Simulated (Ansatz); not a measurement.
`[CH3][InH][Cl]` + CH₃NH₂ → `C[NH][InH][CH3]` + HCl at 298.15 K and 1 bar (ligand exchange at the In–Cl bond).

Gas-phase electronic energies from Ansatz, PBE0-D4/def2-TZVP geometries. CBS: MP2 limit from def2 TZ/QZ plus the TZ coupled-cluster correction, frozen cores. This one scheme is used for every species. def2 core potentials past Kr. For In outer-core shells are correlated without core-valence functions, which leaves a few kJ/mol of doubt a bond. One conformer a species, not always the lowest.

```
          species  CCSD(T)/CBS energy (Eh)  H − E (kJ/mol)  S (J/(mol·K))
 `[CH3][InH][Cl]`               -690.09240           129.4          341.2
           CH₃NH₂                -95.75281           180.0          240.4
`C[NH][InH][CH3]`               -325.42029           272.1          375.0
              HCl               -460.38127            26.6          186.8
```

H − E and S are ideal-gas, rigid-rotor, harmonic terms from PBE0-D4/def2-TZVP, for one conformer and one mirror image of each species. 1 Eh = 2625.50 kJ/mol, R = 8.31446 J/(mol·K).

By hand: ΔE, ΔH, ΔS and ΔG.

ΔE = (-325.42029) + (-460.38127) − (-690.09240) − (-95.75281) = 0.04365 Eh = 114.6 kJ/mol. Δ(H − E) = 272.1 + 26.6 − 129.4 − 180.0 = -10.7, so ΔH = 103.9 kJ/mol. ΔS = 375.0 + 186.8 − 341.2 − 240.4 = -19.8 J/(mol·K). ΔG = 103.9 − 298.15 × (-19.8)/1000 = 109.8 kJ/mol.

By hand: the equilibrium constant, and the temperature at which ΔG would vanish if ΔH and ΔS stayed fixed.

log₁₀ K = −ΔG/(RT ln 10) = -19.2. ΔH and −TΔS have one sign here, so there is no such temperature.

ΔH outweighs TΔS. A doubt of 5 kJ/mol in ΔE shifts log₁₀ K by 0.9 here. Other conformers and mirror images would add mixing entropy, several J/(mol·K) or more a flexible species. Modes under 60 cm⁻¹, often nearly free rotors, make the harmonic entropy too high. These are equilibria of isolated gas molecules and say nothing of rates. Largest T1 diagnostic: 0.015 (customary marks: 0.02 for closed shells, 0.045 for open ones).
